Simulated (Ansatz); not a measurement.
Job for Ansatz (a quantum-chemistry and plane-wave program): U-CCSD(T)/def2-SVP on FNbO (SMILES [O]=[Nb][F]), 2S+1 = 3, a spin state set in the input, which need not be the lowest. Elements past Kr take the def2 small-core potentials; no spin–orbit coupling.

Ansatz 0.2 input:
```yaml
crystal:
  periodic: [false, false, false]
  atoms:
    - {symbol: Nb, position_ang: [0.33823495, -0.13920446, 0.47124593]}
    - {symbol: O, position_ang: [1.11612439, -0.20712673, -1.03609638]}
    - {symbol: F, position_ang: [-1.48742806, 0.39370280, 0.49453082]}
basis:
  gaussian:
    orbitals: def2-SVP
magnetization: {spin_polarized: true, initial_magnetization: 2}
correlation: {method: ccsd_t, electrons: valence}
```

Task: What total energy does the run end on?

Result: -231.2454 hartree (reference determinant -230.5839, T1 diagnostic 0.029).

Task: How many basis functions does it have, and what does it roughly cost on one machine?

Result: 59 functions; around 26 core-seconds (rough).
